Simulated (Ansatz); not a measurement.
Geometry optimisation, Ansatz 0.2.0, RKS B3LYP/def2-SVP.

input.yaml

```yaml
crystal:
  periodic: [false, false, false]
  atoms:
    - { symbol: B, position_ang: [-0.52963, -0.41317, -1.29699] }
    - { symbol: C, position_ang: [-0.10378, 0.28349, -0.02934] }
    - { symbol: C, position_ang: [-0.42398, 1.53409, 0.61595] }
    - { symbol: C, position_ang: [0.95123, 1.68995, 0.68266] }
    - { symbol: C, position_ang: [0.83217, 0.28655, 1.01929] }
    - { symbol: H, position_ang: [-0.63925, 0.21905, -2.27137] }
    - { symbol: H, position_ang: [-0.70313, -1.56839, -1.29009] }
    - { symbol: H, position_ang: [-1.31723, 1.93779, 1.03804] }
basis:
  gaussian: { orbitals: def2-SVP }
hamiltonian:
  xc: b3lyp
relax:
  f_tol: 0.015
  max_steps: 40
```

Launched with:

```bash
$ ansatz run input.yaml --threads 1 --pin off --max-ram 2048MiB --backend cpu --events-out ev --progress --plain --runs-dir out
```

Q: Where does it end, and by what steps?

A: The forces met the threshold. After 20 steps the energy has fallen by 0.202 eV; H6 moved furthest, 0.93 Å.

```csv
step,energy less start (eV),largest force component (eV/Å),accepted
0,0.0000,1.548,yes
1,-0.0982,0.843,yes
2,-0.1362,0.252,yes
3,-0.1379,0.558,yes
4,-0.1520,0.204,yes
5,-0.1552,0.260,yes
6,-0.1615,0.202,yes
7,-0.1650,0.342,yes
8,-0.1731,0.307,yes
9,-0.1663,0.496,no
10,-0.1823,0.179,yes
11,-0.1881,0.145,yes
12,-0.1952,0.109,yes
13,-0.0823,1.068,no
14,-0.2004,0.083,yes
15,-0.1966,0.205,no
16,-0.2018,0.079,yes
17,-0.2021,0.041,yes
18,-0.2018,0.067,no
19,-0.2021,0.048,yes
20,-0.2022,0.006,yes
```

```xyz
8
Properties=species:S:1:pos:R:3
B -0.505 -0.413 -1.326
C -0.088 0.354 -0.065
C -0.537 1.367 0.762
C 0.774 1.945 0.575
C 1.153 0.581 0.733
H 0.131 -0.297 -2.341
H -1.466 -1.138 -1.275
H -1.397 1.570 1.405
```

Whether the end is a true minimum wasn't checked by a vibrational analysis.

The run took 72 s on 1 thread of Intel(R) Xeon(R) Processor @ 2.70GHz (shared host), peak memory 0.17 GiB.
